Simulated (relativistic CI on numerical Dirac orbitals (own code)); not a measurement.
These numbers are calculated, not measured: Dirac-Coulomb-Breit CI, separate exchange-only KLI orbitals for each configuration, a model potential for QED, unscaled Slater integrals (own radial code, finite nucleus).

The strongest absorption lines from the ground level of an ion, among the configurations computed and to levels below about 927 eV (vacuum wavelength in Å, gf): 18.768 (0.77), 25.724 (0.025), 25.752 (0.02), 27.872 (0.01), 30.047 (0.91), 30.748 (1.2), 31.292 (0.29), 33.695 (0.0098).

(1) Which ion is it?
A. Dy XLVI
B. Yb L
C. W LVI
D. W LIV

Answers

(1) D. W LIV has 21 electrons and the ground level 3s2 3p6 3d3 4F_3/2; the strongest line goes to 3s2 3p5 3d4 4G°_5/2. The pattern of lines fixes the number of electrons, and along that sequence the line energies rise steadily with the charge (about as its square where n changes within one kind of shell, about linearly where n is kept but much faster in heavy ions where fine structure, which grows about as Z⁴, sets the gap, and irregularly where shells cross), which fixes Z. Configurations outside the model, such as inner-shell arrays, can give stronger lines. At this charge energies of transitions that change n are usually good to better than 1 %, and those within a shell (Δn = 0) to a few per cent.

LS names give the leading component of a level, which can be under half, so a name can repeat, a term be missing and a line seem to break the LS rules.
